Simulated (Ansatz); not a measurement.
Problem. Name a neutral molecule of Al, C, Cl and H with HOMO–LUMO gap (B3LYP/def2-TZVPP) between 5.40 and 5.70 eV and HOMO–LUMO gap (ωB97M-V/def2-TZVPP) between 9.60 and 9.90 eV (Ansatz, PBE0-D4/def2-TZVP geometry).

Solution. `[AlH2]/[CH]=C/Cl` (5.46 eV, 9.76 eV); `[AlH2][CH2]Cl` (5.44 eV, 9.71 eV); `Cl[C]1=[CH][AlH]1` (5.58 eV, 9.69 eV); `C[CH]([AlH2])CCl` (5.47 eV, 9.62 eV). Other molecules can fit too; these were computed, each in one conformer that needn't be the lowest.

B3LYP here is the variant with VWN-RPA as its local correlation; programs differ in this.
